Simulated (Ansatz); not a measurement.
BeCl2 (SMILES [Cl][Be][Cl]), singlet, geometry from GFN2-xTB (such geometries of metal compounds can be far from the true shape); Ansatz (a first-principles code) with PBE/def2-SV(P).

The Ansatz input:
Ansatz 0.2 input:
```yaml
crystal:
  periodic: [false, false, false]
  atoms:
    - {symbol: Be, position_ang: [0.00000000, 0.00000000, 0.00000000]}
    - {symbol: Cl, position_ang: [0.00000000, 0.00000000, 1.76296633]}
    - {symbol: Cl, position_ang: [-0.00000000, -0.00000000, -1.76296633]}
basis:
  gaussian:
    orbitals: def2-SV_P_.json
    point_charges:
      - {charge: 0.5, position_ang: [2.9373, 2.8218, 2.4689]}
hamiltonian:
  xc: pbe
```
The basis file holds def2-SV(P) in the JSON format of the Basis Set Exchange.

Predict the main parts of the log of this Ansatz run.


```
Functional definition: PBE
524 factors; their error is unknown
mean field evaluation 1: about -25430.3297 eV, gradient 1.5e1 eV
mean field evaluation 2: about -25430.2341 eV, gradient 1.6e1 eV
mean field evaluation 4: about -25430.8790 eV, gradient 3.7e-1 eV
mean field evaluation 8: about -25430.8480 eV, gradient 1.9e-3 eV
mean field -25430.84798459 eV, -934.5664257859 hartree, gradient 3.9e-5 eV, S^2 0.000000; 0 other end points of the search recorded, 0 dependent functions left out
reference -25430.84801823 eV, -934.5664270220 hartree; 19, 19 occupied and 26, 26 virtual orbitals, 524 factors
Total energy: -25430.84801823 eV, -934.5664270220 hartree
```
